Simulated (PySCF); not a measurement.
A run for PySCF: R-HF/3-21G on FHN2 (a complex), monomers drawn apart or pushed together.

```python
from pyscf import gto, scf, dft, mp
from pyscf.data.elements import chemcore

mol = gto.M(
    atom='''
    F    -0.39062034   -0.20737798   -0.65063602
    H    -0.28308581   -0.17248773    0.27056974
    N     0.05580516   -0.06479595    3.16715800
    N    -0.07084634   -0.10472093    2.08556625
    ''',
    basis='3-21g',
    charge=0, spin=0, verbose=3, max_memory=1800)
mf = scf.RHF(mol)
mf.conv_tol = 1e-8
mf.max_cycle = 100
mf.kernel()
if not mf.converged:
    mf = mf.newton().run(mf.mo_coeff, mf.mo_occ)
```

Problem. Give the final energy of this run.

Solution. -207.7662 hartree.
